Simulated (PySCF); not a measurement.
B(H)2(OH)(NH3), H₆BNO, singlet (CAM-B3LYP/def2-SVP optimised geometry):

```
9

B     -0.323    -0.079     0.000
H      0.905    -0.079     0.000
H     -0.829     1.044     0.000
O     -0.905    -1.044    -0.871
H     -1.685    -0.698    -1.312
N     -0.641    -0.644     1.563
H     -1.644    -0.682     1.753
H     -0.189    -0.062     2.270
H     -0.271    -1.594     1.636
```

Level of theory: CAM-B3LYP/def2-TZVP (PySCF).

**Question.** What are the frontier orbital energies and the dipole moment?

**Answer.** HOMO-2 -11.01 eV, HOMO-1 -9.19 eV, HOMO -8.51 eV, LUMO 0.95 eV, LUMO+1 2.37 eV; dipole moment 4.88 D.

On the same geometry PBE/def2-TZVP in PySCF 2.14.0 gives HOMO-2 -7.80 eV, HOMO-1 -6.17 eV, HOMO -5.55 eV, LUMO -0.62 eV, LUMO+1 0.82 eV; dipole moment 4.74 D.

Meta-Löwdin charges at CAM-B3LYP/def2-TZVP: B1 -0.02, H2 -0.06, H3 -0.07, O4 -0.62, H5 0.33, N6 -0.34, H7 0.25, H8 0.26, H9 0.26.
